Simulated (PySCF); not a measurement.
SMILES FC(C[SiH3])(F)F, singlet (GFN2-xTB optimised geometry):

```
11

F      2.138     0.245     0.000
C      0.790     0.245     0.000
F      0.424    -0.244    -1.199
F      0.424     1.540     0.000
C      0.199    -0.520     1.139
Si    -1.715    -0.471     1.058
H      0.576    -1.540     1.080
H      0.573    -0.077     2.061
H     -2.133    -1.096    -0.193
H     -2.138     0.924     1.141
H     -2.166    -1.238     2.218
```

Computed with PBE0/def2-TZVP in PySCF.

Q: What are the frontier orbital energies and the dipole moment?

A: HOMO-2 -10.11 eV, HOMO-1 -10.06 eV, HOMO -9.72 eV, LUMO 0.36 eV, LUMO+1 1.21 eV; dipole moment 2.33 D.

On the same geometry PBE/def2-TZVP (PySCF) gives HOMO-2 -8.69 eV, HOMO-1 -8.66 eV, HOMO -8.28 eV, LUMO -0.44 eV, LUMO+1 0.39 eV; dipole moment 2.16 D.

Meta-Löwdin charges at PBE0/def2-TZVP: F1 -0.28, C2 0.79, F3 -0.28, F4 -0.28, C5 -0.49, Si6 0.49, H7 0.15, H8 0.15, H9 -0.08, H10 -0.08, H11 -0.09.
